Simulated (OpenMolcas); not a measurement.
Cr4+ (d2) among equal point charges was computed by CASSCF with the d shell active (OpenMolcas, ANO-RCC-VDZP on the metal). Its lowest spin-free states, and all those of the highest spin:

| 2S+1 | Degeneracy | E (cm-1) |
| --- | --- | --- |
| 3 | 1 | 0.0 |
| 3 | 3 | 2182 |
| 3 | 3 | 3901 |
| 1 | 2 | 17183 |
| 1 | 3 | 18933 |
| 3 | 3 | 21667 |
| 1 | 1 | 26161 |
| 1 | 3 | 26773 |
| 1 | 2 | 27622 |
| 1 | 3 | 28293 |
| 1 | 1 | 63449 |

Question: Is the site octahedral, tetrahedral or cube-like, axial, or of lower symmetry?

Answer: The states with 2S+1 = 3 have orbital degeneracies 1, 3, 3, 3. Threefold states need a cubic site. For d2 at this spin an octahedron puts the threefold T1 below the threefold T2 and a tetrahedron or cube puts the single A2 below the threefold T2, so the site is a tetrahedron or a cube, which this pattern cannot tell apart. The first gap at this spin, 2180 cm-1, is |10Dq| in ligand-field theory. The run had Cr4+ among 4 point charges of -2.5 e arranged as a tetrahedron (Td), 1.87 Å from the ion.

Without dynamic correlation the repulsion within the d shell is too large (B by tens of per cent), so at a given field states of lower spin stand too high. The ground term spreads over less than 5000 cm-1, several times less than with real ligands, so orbital moments are less quenched and χT lies further from the spin-only value than at real sites. This is an electrostatic model: the charges have no orbitals. No measured value stands beside these numbers.
